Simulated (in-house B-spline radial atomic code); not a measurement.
**The iodine ion I⁴⁺: [Kr] 4d10 5s2 5p1**

Method: non-relativistic r2SCAN, spin-polarised, spherical fractional occupations, point nucleus. Calculated with a radial B-spline atomic code at the basis-set limit.

Z_r = [3n² - l(l+1)]/(2<r>); Z_e = n√(-2ε); the last column is Slater's effective charge. Values are occupation-weighted means over spin.

```json
{"shell": "1s", "electrons": "2", "ε (eV)": "-31748", "<r> (bohr)": "0.02869", "Z_r": "52.29", "Z_e": "48.31", "Slater": "52.70"}
{"shell": "2s", "electrons": "2", "ε (eV)": "-4838.3", "<r> (bohr)": "0.1234", "Z_r": "48.61", "Z_e": "37.72", "Slater": "48.85"}
{"shell": "2p", "electrons": "6", "ε (eV)": "-4545.8", "<r> (bohr)": "0.1052", "Z_r": "47.54", "Z_e": "36.56", "Slater": "48.85"}
{"shell": "3s", "electrons": "2", "ε (eV)": "-1016.5", "<r> (bohr)": "0.3271", "Z_r": "41.27", "Z_e": "25.93", "Slater": "41.75"}
{"shell": "3p", "electrons": "6", "ε (eV)": "-893.2", "<r> (bohr)": "0.3178", "Z_r": "39.33", "Z_e": "24.31", "Slater": "41.75"}
{"shell": "3d", "electrons": "10", "ε (eV)": "-664.96", "<r> (bohr)": "0.2888", "Z_r": "36.35", "Z_e": "20.97", "Slater": "31.85"}
{"shell": "4s", "electrons": "2", "ε (eV)": "-216.05", "<r> (bohr)": "0.7695", "Z_r": "31.19", "Z_e": "15.94", "Slater": "25.25"}
{"shell": "4p", "electrons": "6", "ε (eV)": "-172.49", "<r> (bohr)": "0.8037", "Z_r": "28.62", "Z_e": "14.24", "Slater": "25.25"}
{"shell": "4d", "electrons": "10", "ε (eV)": "-98.244", "<r> (bohr)": "0.9062", "Z_r": "23.17", "Z_e": "10.75", "Slater": "13.85"}
{"shell": "5s", "electrons": "2", "ε (eV)": "-55.575", "<r> (bohr)": "1.856", "Z_r": "20.21", "Z_e": "10.11", "Slater": "9.00"}
{"shell": "5p", "electrons": "1", "ε (eV)": "-45.036", "<r> (bohr)": "2.051", "Z_r": "17.80", "Z_e": "9.10", "Slater": "9.00"}
```

The least bound orbital is 5p up at -45.04 eV, and it is also the most diffuse (<r> = 2.051 bohr).

The density falls to 0.001 bohr⁻³ at 3.433 bohr; Σ<r²> = 29.736 bohr² gives, by the non-relativistic formula and without the paramagnetism of open shells, a Langevin diamagnetic susceptibility of -23.55×10⁻⁶ cm³/mol.
